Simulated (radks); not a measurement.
Q: Species: Co3+. Configuration: [Ar] 3d6 (the NIST ground configuration). Method: Dirac Kohn-Sham, BLYP, spin-unpolarised, spherical densities, point nucleus; open shells fill j = l - 1/2 first; computed with a radial shooting solver on a logarithmic mesh with Libxc functionals. Some entries of the table are withheld. Estimate them.

| orbital | occ. | eigenvalue (eV) | <1/r> (bohr^-1) |
|---|---|---|---|
| 1s1/2 | 2 | -7632.925 | 27.03 |
| 2s1/2 | 2 | -938.1157 | 5.837 |
| 2p1/2 | 2 | (1) | 5.788 |
| 2p3/2 | 4 | (2) | 5.676 |
| 3s1/2 | 2 | -140.4581 | 1.850 |
| 3p1/2 | 2 | -104.8463 | (3) |
| 3p3/2 | 4 | -102.9445 | (4) |
| 3d3/2 | 4 | -45.2440 | 1.387 |
| 3d5/2 | 2 | -45.0229 | 1.381 |
| 4s1/2 | 0 | -32.7731 | 0.5999 |
| 4p1/2 | 0 | -25.3682 | (5) |
| 4p3/2 | 0 | -25.1658 | (6) |

A: 
(1) 2p1/2 eigenvalue (eV): -819.2149
(2) 2p3/2 eigenvalue (eV): -804.3779
(3) 3p1/2 <1/r> (bohr^-1): 1.727
(4) 3p3/2 <1/r> (bohr^-1): 1.701
(5) 4p1/2 <1/r> (bohr^-1): 0.5213
(6) 4p3/2 <1/r> (bohr^-1): 0.5170
